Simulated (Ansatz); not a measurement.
Mulliken charges of `[NH][Si](F)(Cl)Cl` radical from PBE/def2-TZVPP in Ansatz (PBE0-D4/def2-TZVP geometry).

```json
{"atom": "N1", "x (Å)": "-0.415", "y (Å)": "0.453", "z (Å)": "1.234", "charge (e)": "-0.277"}
{"atom": "Si2", "x (Å)": "0.031", "y (Å)": "-0.085", "z (Å)": "-0.341", "charge (e)": "0.652"}
{"atom": "F3", "x (Å)": "1.321", "y (Å)": "-1.001", "z (Å)": "-0.388", "charge (e)": "-0.238"}
{"atom": "Cl4", "x (Å)": "-1.508", "y (Å)": "-1.161", "z (Å)": "-1.083", "charge (e)": "-0.154"}
{"atom": "Cl5", "x (Å)": "0.402", "y (Å)": "1.555", "z (Å)": "-1.459", "charge (e)": "-0.153"}
{"atom": "H6", "x (Å)": "0.211", "y (Å)": "0.174", "z (Å)": "1.991", "charge (e)": "0.171"}
```

Task: By hand: the dipole of these point charges (1 e Å = 4.8032 D).

Result: Σ q r = (0.028, 0.028, 0.259) e Å, of length 0.262 e Å = 1.26 D.

Task: How does the dipole of the full density compare? (Estimate.)

Result: Ansatz gave: (0.108, -0.036, 0.173) e Å, 0.99 D; the point charges give 1.27 times that, at 30° from its direction.

Point charges leave out the atoms' own dipoles, such as those of lone pairs, and Mulliken's split depends on the basis, so the two needn't agree.
